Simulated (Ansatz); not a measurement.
`O[SiH](F)O[SiH2]Cl` + `CO[SiH](C)O` → `C[Si@H](O)O[Si@@H](O)F` + `CO[SiH2]Cl`  (redistribution)

Computed with Ansatz on PBE0-D4/def2-TZVP structures; ΔE is electronic, products minus reactants. CCSD(T)/CBS adds triple-zeta CCSD(T) − MP2 to the extrapolated MP2 energy (def2 sets, frozen cores). DFT in def2-TZVPP. B3LYP here is the variant with VWN-RPA as its local correlation; programs differ in this. One conformer a species, not always the lowest.

| level | ΔE (kJ/mol) |
| --- | --- |
| PBE-D4 | -9.8 |
| ωB97M-V | -9.7 |
| B3LYP | -7.3 |
| CCSD/CBS(def2) | -7.7 |

(1) What does CCSD(T)/CBS give? (Estimate.)

Largest T1 diagnostic among the species: 0.012.

Results:

(1) The calculation gave: -8.6 kJ/mol. The listed levels differ from it by -1.2, -1.1, 1.3, 0.9 kJ/mol.

In def2-TZVPP, CCSD(T) changes the Hartree–Fock value by −4.9 kJ/mol (the triples alone add −1.0 kJ/mol) and MP2 by −4.9 kJ/mol.
